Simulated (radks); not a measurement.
Task: Excited configurations of the cobalt ion Co13+: one electron is placed in a higher orbital outside [Ne] 3s2 3p1. The ground configuration is [Ne] 3s2 3p2. All-electron calculation, non-relativistic Kohn-Sham, r2SCAN, spin-unpolarised, spherical densities, point nucleus; meta-GGA in the generalised Kohn-Sham scheme. Program: a radial shooting solver on a logarithmic mesh with Libxc functionals. Excitation = E - E(ground); binding = E(ion) - E, where the ion is the core of charge +14; n* = 14/sqrt(2 binding) in atomic units, and the quantum defect is n - n*.

outer orbital  excitation (eV)  binding (eV)     n*  quantum defect  eigenvalue (eV)  <r> (bohr)
3d                      57.602        347.59  2.770           0.230          -329.63      0.6212
4p                      202.18        203.01  3.624           0.376          -196.48       1.348
4f                      235.54        169.64  3.965           0.035          -161.76       1.223
5p                      281.18        124.01  4.637           0.363          -120.25       2.234
6d                      326.50        78.691  5.821           0.179          -76.022       3.405
7s                      342.22        62.969  6.508           0.492          -61.102       4.545
7p                      344.65        60.534  6.637           0.363          -58.713       4.651
7d                      347.81        57.372  6.818           0.182          -55.499       4.757

Estimate the row for 6s.

Result: excitation (eV) 317.37; binding (eV) 87.820; n* 5.511; quantum defect 0.489; eigenvalue (eV) -85.172; <r> (bohr) 3.258. The Delta-SCF ionisation energy is 405.19 eV (NIST Atomic Spectra Database: 410 eV, semi-empirical). Self-interaction in the functional shifts the binding energies and quantum defects, so they are the method's values and not measured ones. Spin polarisation and multiplet splitting are left out, so open shells lie too high by an amount that depends on their filling.

Beside tabulated values, note that spin-unpolarised runs miss the spin-polarisation part of the exchange energy of open shells.
